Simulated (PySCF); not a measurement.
C5H5Cl. Atoms are numbered in the order given.

```xyz
11

Cl    -0.0011    -2.0193     0.0000
C     -0.0423    -0.3002     0.0000
C     -1.1420     0.4818     0.0000
C     -0.6864     1.9051     0.0000
C      0.8072     1.8120     0.0000
C      1.1733     0.5147     0.0000
H     -2.1781     0.1475     0.0000
H     -1.0600     2.4599     0.8813
H     -1.0600     2.4599    -0.8813
H      1.4741     2.6749     0.0000
H      2.1834     0.1050     0.0000
```
Charge 0, spin multiplicity 1.

The structure is a stationary point at PBE0-D3(BJ)/def2-SVP. One conformer was computed; it need not be the lowest.

Method: ωB97X/def2-TZVP (PySCF).

Symmetry labels are those of the subgroup Cs that the program uses (full group Cs).

Computed valence orbital energies around the gap with their symmetry:
```tsv
orbital	symmetry	energy (eV)
HOMO−7	A'	-14.21
HOMO−6	A'	-13.95
HOMO−5	A'	-13.17
HOMO−4	A'	-13.02
HOMO−3	A"	-12.99
HOMO−2	A'	-11.21
HOMO−1	A"	-10.58
HOMO	A"	-8.80
LUMO	A"	1.29
LUMO+1	A'	3.31
LUMO+2	A"	3.79
LUMO+3	A'	4.01
```
